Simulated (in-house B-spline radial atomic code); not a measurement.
Values are calculated unless marked as measured or tabulated.
**H in an electron gas of r_s = 2.67: phase shifts, screening, friction and resistivity**

A nucleus sits in a uniform electron gas with a rigid positive background. The Kohn-Sham equations are solved self-consistently in the spin-unpolarised LDA (PW92), non-relativistic, on B-splines with outgoing waves at the boundary and partial waves to l = 8. The model has no lattice, no bands and no magnetic solution. Atomic units; δ_l are the phase shifts at the Fermi level, counted so that each bound state adds π, and good to about 0.0005.

The density parameter is r_s = 2.67 bohr, near that of the valence electrons of Cu (1 per atom, density 8.96 g/cm³, mass 63.55 u, which gives r_s = 2.67).

| l | δ_l (rad) |
| --- | --- |
| 0 | 1.2700 |
| 1 | 0.0783 |
| 2 | 0.0109 |
| 3 | 0.0014 |
| 4 | 0.0001 |
| 5 | 0.0000 |
| 6 | -0.0001 |
| 7 | 0.0000 |
| 8 | 0.0000 |

Bound levels below the band bottom (hartree): s -0.0045.

Q: Check the Friedel sum rule, and say where the screening charge sits.

A: k_F = (9π/4)^(1/3)/r_s = 0.71879. The rule is Z = (2/π) Σ (2l + 1) δ_l. The terms are s 0.809, p 0.150, d 0.035, f 0.006 and -0.000 beyond, in all 0.999 against Z = 1. Bound states hold 2 s, 0 p, 0 d electrons, so the scattering states carry -1.00 in all; where a term is smaller than its bound count, the bound level has drawn weight out of the band.

Q: Find the transport cross section and the electronic stopping of a 0.5 keV H ion (mass 1.01 u).

A: σ_tr = (4π/k_F²) Σ (l + 1) sin²(δ_l − δ_(l+1)). The terms for l = 0 to 3 are 0.8630, 0.0091, 0.0003, 0.0000, all together 0.8724, so σ_tr = 24.323 × 0.8724 = 21.219 bohr². With n = 3/(4π r_s³) = 0.01254, the friction coefficient is Q = n k_F σ_tr = 0.1913. For v well below v_F = 0.719, dE/dx = Q v; with 24801 eV per u at v = 1, v = √(500/(24801 × 1.01)) = 0.1413, so dE/dx = 0.02703 hartree/bohr = 13.9 eV/nm. The largest term couples the s and p waves.

Q: What residual resistivity would 1 atomic per cent of such centres give in Cu?

A: Δρ = k_F n_i σ_tr/n in atomic units of 21.74 μΩ·cm. With one host atom per 1 electron, n_i/n = 0.01/1, so Δρ = 0.7188 × 0.01000 × 21.219 × 21.74 = 3.32 μΩ·cm. This is an atom added to the gas, as on an interstitial site.

Q: On a substitutional site the background of one host ion, a sphere holding 1 charge, is taken out. The phase shifts for l = 0 to 4 become 0.8516, -0.1816, -0.0494, -0.0073, -0.0008. What follows?

A: The Friedel sum is now 0.00, for Z − 1 = 0. The sum in σ_tr is 0.7780, so σ_tr = 18.92 bohr² and Δρ = 2.96 μΩ·cm per atomic per cent, 0.89 times the value above. A real host ion scatters too, so this model doesn't give zero even for the host's own atom.
